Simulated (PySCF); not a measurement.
The same groups moved round the core (propene ethynyl). Gas-phase values, no solvent. One relaxed conformer stands for each flexible species; it need not be the lowest. Strings in code marks are SMILES.

All values below come from PBE-D3(BJ)/def2-TZVP // PBE0-D3(BJ)/def2-TZVP (PySCF 2.14.0). All candidates: neutral, multiplicity 1. Excitations are Tamm–Dancoff values on a coarser integration grid. The basis has no diffuse functions, so Rydberg states are missing or too high.

HOMO–LUMO gap: 5.46 eV
T1 excitation (TDA): 4.56 eV
LUMO: -0.98 eV

Question: Say which member has these values.
(A) `C#CCC=C`
(B) `C#C/C=C/C`
(C) `C#C/C=C\C`

Answer: A, `C#CCC=C`. The others give `C#C/C=C/C`: 4.17 eV, 3.43 eV, -1.61 eV; `C#C/C=C\C`: 4.19 eV, 3.45 eV, -1.62 eV
